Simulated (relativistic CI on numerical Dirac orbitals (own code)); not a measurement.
Crystal-field levels of Au³⁺, 5d8

Calculated by Dirac-Coulomb-Breit CI, separate exchange-only KLI orbitals for each configuration, model QED (radiative potential, 1s self-energy scaled to tabulated hydrogen-like ionisation energies), valence Slater integrals scaled by 0.9, one configuration in a parametric crystal field (own radial code). With so little scaling, terms lie 10 to 35 % too far apart, which can change the order of excited levels.

Field parameters in Wybourne normalisation: Oh B⁴₀ = 21Dq, B⁴₄ = √(5/14) B⁴₀. The field is a parameter set, without covalency.

S is read from ⟨S²⟩ = S(S + 1).

Site symmetry Oh; labels are those of the double group. Computed levels in cm⁻¹ above the lowest, in rising order:

| Δ (size of 10Dq) | Lowest | No. 2 | No. 3 | No. 4 | No. 5 | No. 6 | No. 7 | No. 8 |
| --- | --- | --- | --- | --- | --- | --- | --- | --- |
| 7000 | T2 | 4780 E | 6154 T1 | 8221 A1 | 10757 E | 12285 T2 | 15112 A2 | 17436 T1 |
| 12600 | T2 | 8448 E | 11485 T1 | 13425 E | 14542 A1 | 16250 T2 | 19283 A2 | 23354 T1 |
| 18250 | T2 | 10639 E | 16969 T1 | 17498 E | 19213 A1 | 20957 T2 | 24062 A2 | 29431 T1 |
| 23850 | T2 | 11680 E | 21861 A1 | 22445 T1 | 22458 E | 25984 T2 | 29096 A2 | 35168 T2 |
| 29450 | T2 | 12245 E | 23286 A1 | 27743 E | 27945 T1 | 31206 T2 | 34297 A2 | 40334 T2 |
| 35050 | T2 | 12590 E | 24119 A1 | 33157 E | 33464 T1 | 36540 T2 | 39602 A2 | 45602 T2 |
| 40650 | T2 | 12816 E | 24659 A1 | 38634 E | 38995 T1 | 41946 T2 | 44976 A2 | 50942 T2 |

Ground-state S against |10Dq| in cm⁻¹: 7000: 0.98, 12600: 0.99, 18250: 0.99, 23850: 0.99, 29450: 0.99, 35050: 0.99, 40650: 0.99.

No abrupt spin change occurs in this range.
